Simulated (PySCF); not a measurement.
**benzo[b]thiophene: 4 charge schemes on one density**

Compound: benzo[b]thiophene, C8H6S.
Bonds: C1–C2 (aromatic), C2–C3 (aromatic), C3–C4 (aromatic), C4–S5 (aromatic), S5–C6 (aromatic), C6–C7 (aromatic), C7–C8 (aromatic), C8–C9 (aromatic), C1–C9 (aromatic), C4–C8 (aromatic). Hydrogens: H10 on C1; H11 on C2; H12 on C3; H13 on C6; H14 on C7; H15 on C9.

Density: PBE0/pcSseg-1 (PySCF); schemes: Mulliken, IAO, Hirshfeld and ESP-fitted. Geometry: GFN2-xTB; no solvent, vibrations or thermal averaging.

For which atoms does the sign change between the 4 schemes (beyond +0.03 e in one, beyond −0.03 e in another)?

C8. Atomic charges aren't observables, and each scheme defines them in its own way.

Which atoms carry the highest charge in the Mulliken, IAO, Hirshfeld and ESP-fitted schemes?

The schemes don't all agree: Mulliken S5 (+0.302); IAO S5 (+0.292); Hirshfeld S5 (+0.084); ESP-fitted C8 (+0.451).

What partial charge does each atom carry?

In e:

```tsv
atom	environment	Mulliken	IAO	Hirshfeld	ESP-fitted
C1	aromatic CH carbon	-0.075	-0.159	-0.054	-0.017
C2	aromatic CH carbon	-0.079	-0.156	-0.052	-0.283
C3	aromatic CH carbon	+0.014	-0.159	-0.059	-0.134
C4	ring-fusion aromatic carbon	-0.371	-0.130	-0.025	-0.073
S5	thiophene-type sulfur	+0.302	+0.292	+0.084	-0.013
C6	aromatic CH next to a ring sulfur	-0.251	-0.293	-0.074	-0.179
C7	aromatic CH carbon	+0.019	-0.187	-0.072	-0.479
C8	ring-fusion aromatic carbon	-0.089	-0.016	-0.019	+0.451
C9	aromatic CH carbon	-0.003	-0.154	-0.049	-0.415
H10	aromatic hydrogen	+0.091	+0.154	+0.050	+0.128
H11	aromatic hydrogen	+0.092	+0.155	+0.051	+0.171
H12	aromatic hydrogen	+0.079	+0.158	+0.052	+0.187
H13	aromatic hydrogen	+0.126	+0.176	+0.057	+0.226
H14	aromatic hydrogen	+0.075	+0.164	+0.058	+0.236
H15	aromatic hydrogen	+0.069	+0.154	+0.052	+0.194
```

Mean size of the charges over all atoms: ESP-fitted 0.212 e, IAO 0.167 e, Mulliken 0.116 e, Hirshfeld 0.054 e. Each set sums to the total charge, 0, to within 0.001 e. The Hirshfeld scheme divides the density at each point in proportion to the densities of the neutral, spherically averaged free atoms.

How closely do the schemes follow one another over all atoms?

Correlation coefficient and root-mean-square difference: IAO with Hirshfeld 0.99, 0.123 e; Mulliken with IAO 0.76, 0.117 e; Mulliken with Hirshfeld 0.68, 0.124 e; Hirshfeld with ESP-fitted 0.68, 0.219 e; IAO with ESP-fitted 0.67, 0.188 e; Mulliken with ESP-fitted 0.24, 0.263 e.

Sum the charges by element, for elements with more than one atom.

```json
{"element": "C", "atoms": "8", "Mulliken": "-0.835", "IAO": "-1.253", "Hirshfeld": "-0.403", "ESP-fitted": "-1.129"}
{"element": "H", "atoms": "6", "Mulliken": "+0.533", "IAO": "+0.962", "Hirshfeld": "+0.320", "ESP-fitted": "+1.142"}
```

How many electrons does the ESP-fitted scheme count on S5?

Z − q = 16 − (-0.013) ≈ 16.012.

The run behind these numbers computed NMR shieldings as well. Time: 44 s wall. Hardware: one thread of an x86-64 server, shared host.
